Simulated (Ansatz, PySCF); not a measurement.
This PySCF input computes a CCSD(T)/cc-pVDZ energy:

```python
from pyscf import gto, scf, mp, cc as ccmod

mol = gto.M(
    atom='''
    B     0.00144604    0.01559745    0.00559125
    F     0.11929456    1.28674615    0.46126244
    N     1.19069662   -0.70369404   -0.24118337
    N    -1.30154180   -0.49191464   -0.18740884
    H     1.22007218   -1.64802679   -0.57866949
    H     2.09293198   -0.29117585   -0.08569098
    H    -2.11378102    0.06629200    0.00507642
    H    -1.50418812   -1.41653120   -0.51988868
    ''',
    basis='cc-pvdz',
    charge=0,
    spin=0,
    verbose=4,
)

mf = scf.RHF(mol)
mf.conv_tol = 1e-10
mf.max_cycle = 100
mf.kernel()
mp2 = mp.MP2(mf, frozen=4).run()
cc = ccmod.CCSD(mf, frozen=4)
cc.max_cycle = 100
cc.kernel()
et = cc.ccsd_t()
print(f'E(CCSD(T)) = {cc.e_tot + et:.9f}')
```

**Question.** Write an input for the same energy in Ansatz (a program for electronic structure) and say what it gives.

**Answer.** 
Ansatz 0.2 input:
```yaml
crystal:
  periodic: [false, false, false]
  atoms:
    - {symbol: B, position_ang: [0.00144604, 0.01559745, 0.00559125]}
    - {symbol: F, position_ang: [0.11929456, 1.28674615, 0.46126244]}
    - {symbol: N, position_ang: [1.19069662, -0.70369404, -0.24118337]}
    - {symbol: N, position_ang: [-1.30154180, -0.49191464, -0.18740884]}
    - {symbol: H, position_ang: [1.22007218, -1.64802679, -0.57866949]}
    - {symbol: H, position_ang: [2.09293198, -0.29117585, -0.08569098]}
    - {symbol: H, position_ang: [-2.11378102, 0.06629200, 0.00507642]}
    - {symbol: H, position_ang: [-1.50418812, -1.41653120, -0.51988868]}
basis:
  gaussian:
    orbitals: cc-pVDZ
magnetization: {spin_polarized: false}
correlation: {method: ccsd_t, electrons: outside_noble_gas}
```
It gives -236.16866 Eh, and PySCF -236.16867 Eh, a difference of 0.01 mEh.
